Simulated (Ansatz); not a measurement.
Gas-phase electronic energies from Ansatz, PBE0-D4/def2-TZVP geometries. CCSD(T)/CBS adds triple-zeta CCSD(T) − MP2 to the extrapolated MP2 energy (def2 sets, frozen cores). This one scheme is used for every species. For Se outer-core shells are correlated without core-valence functions, which leaves a few kJ/mol of doubt a bond. Scalar relativity is left out up to krypton. Each species was taken in one conformer, which may not be the lowest.

Reaction (ligand exchange at the Si–O bond): `CO[Si](Cl)(Cl)[SeH]` + HCl → `Cl[Si](Cl)(Cl)[SeH]` + CH₃OH

```tsv
level	ΔE (kJ/mol)
SCS-MP2/def2-QZVPP	19.6
MP2/CBS(def2)	15.3
```

(1) What does CCSD(T)/CBS give? (An estimate is asked.)

Largest T1 diagnostic among the species: 0.010.

Answers

(1) Ansatz gave: +19.5 kJ/mol. The listed levels differ from it by 0.1, -4.2 kJ/mol.

The D4 term adds +3.5 kJ/mol with B3LYP and +2.4 kJ/mol with PBE0; it sums over pairs of atoms, weighted by their polarisabilities, and B3LYP, whose exchange is more repulsive, gets the larger term.

B3LYP here is the variant with VWN-RPA as its local correlation; programs differ in this.
